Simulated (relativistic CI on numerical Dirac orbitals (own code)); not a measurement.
Ag²⁺: L-alpha,beta X-ray emission

Computed with this model: Dirac-Coulomb-Breit CI, orbitals from a KLI potential per configuration, QED by a radiative potential, valence Slater integrals scaled by 0.7, multiplet model of X-ray emission after core ionisation; configurations [Kr] 4d9 → [He] 2s2 2p5 3s2 3p6 3d10 4s2 4p6 4d9 → [Ar] 3d9 4s2 4p6 4d9; 300 K; Lorentzian 2 eV and Gaussian 0.6 eV FWHM. Energies are those of the free ion, without screening or charge transfer. S is read from ⟨S²⟩ = S(S + 1).

Field parameters in Wybourne normalisation: D3d B²₀ = −7Dσ, B⁴₀ = −14Dq − 21Dτ, B⁴₃ = −14√(10/7) Dq. The field is a parameter set, without covalency.

free ion: ground-state S = 0.50, centroid 3041.86 eV. Peaks (eV, height): 2978.6 (14), 2985.2 (100), 3151.6 (68).

D3d, 10Dq = 28350, Dσ = -1200, Dτ = 170 cm⁻¹: ground-state S = 0.50, centroid 3041.88 eV. Peaks (eV, height): 2979.0 (14), 2985.0 (100), 3151.8 (57).

Strongest unbroadened transitions for free ion:

| Energy (eV) | Relative strength |
| --- | --- |
| 2983.28 | 21.3 |
| 2983.45 | 13.6 |
| 2984.05 | 9.4 |
| 2984.06 | 12.2 |
| 2984.53 | 52.0 |
| 2984.82 | 10.3 |
| 2985.30 | 100.0 |
| 2985.91 | 29.8 |
| 2986.16 | 14.1 |
| 2986.19 | 18.6 |
| 3151.17 | 22.5 |
| 3151.43 | 67.8 |
| 3151.74 | 27.6 |
| 3151.83 | 7.8 |
| 3152.13 | 14.9 |
| 3152.22 | 18.3 |
| 3152.36 | 9.1 |
| 3152.46 | 11.7 |
